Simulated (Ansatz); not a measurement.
Gas-phase electronic energies from Ansatz, PBE0-D4/def2-TZVP geometries. CCSD(T)/CBS adds triple-zeta CCSD(T) − MP2 to the extrapolated MP2 energy (def2 sets, frozen cores). This one scheme is used for every species. For Ge outer-core shells are correlated without core-valence functions, which leaves a few kJ/mol of doubt a bond. Scalar relativity is left out up to krypton. Each species was taken in one conformer, which may not be the lowest.

Consider the germylene formation by 1,1-elimination: `[F][GeH]([Cl])[O][SiH3]` → HCl + `[F][Ge][O][SiH3]`.

| species | CCSD(T)/CBS(def2) energy (Eh) |
| --- | --- |
| `[F][GeH]([Cl])[O][SiH3]` | -3002.48481 |
| HCl | -460.38127 |
| `[F][Ge][O][SiH3]` | -2542.06230 |

(1) Work out ΔE.

Largest T1 diagnostic among the species: 0.015.

Results:

(1) ΔE = (-460.38127) + (-2542.06230) − (-3002.48481) = 0.04124 Eh = +1.12 eV.

At CCSD(T), def2-SVP lies +0.09 eV from the extrapolated value and def2-TZVPP +0.13 eV. From PBE to PBE0 (25 % exact exchange), in def2-TZVPP and without D4, ΔE moves by +0.25 eV. Leaving LDA and LC-ωPBE aside and taking each functional with its dispersion term where it has one, the values, not all of them listed here, spread over 0.68 eV, from BLYP-D4 to PBE-QIDH. LDA lies +0.33 eV from PBE without D4.
